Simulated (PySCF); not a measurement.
Excitation energy of Zn⁺ by level of theory

Zn⁺ [Ar] 3d10 4s1 (2S) → Zn⁺ [Ar] 3d10 4p1 (2P), as a difference of total energies. Computed with PySCF 2.14 in x2c-TZVPPall with one added diffuse shell each of s, p, d, f type (7s6p5d3f1g, 80 functions), with the spin-free X2C one-electron Hamiltonian (Gaussian nucleus). Correlated levels: valence: [Ar] frozen; valence and next inner shell: [Ne] frozen. The calculations carry no spin-orbit coupling.

```tsv
method	excitation energy (cm⁻¹)	error (cm⁻¹)
UHF	45608	-3456
LDA	51002	+1938
PBE	49417	+353
PBE0	48643	-421
r2SCAN	49088	+24
revPBE	48786	-277
PBEsol	49679	+615
wB97M-V	48096	-967
PW91	49645	+581
MP2 (valence)	49165	+101
SCS-MP2 (valence)	48736	-328
MP2 (valence and next inner shell)	49706	+642
SCS-MP2 (valence and next inner shell)	49084	+21
```

Reference: 49064 cm⁻¹ (measured; NIST levels, between the centres of gravity of the two terms).

Errors of the correlated levels include the incompleteness of this basis and the frozen core.
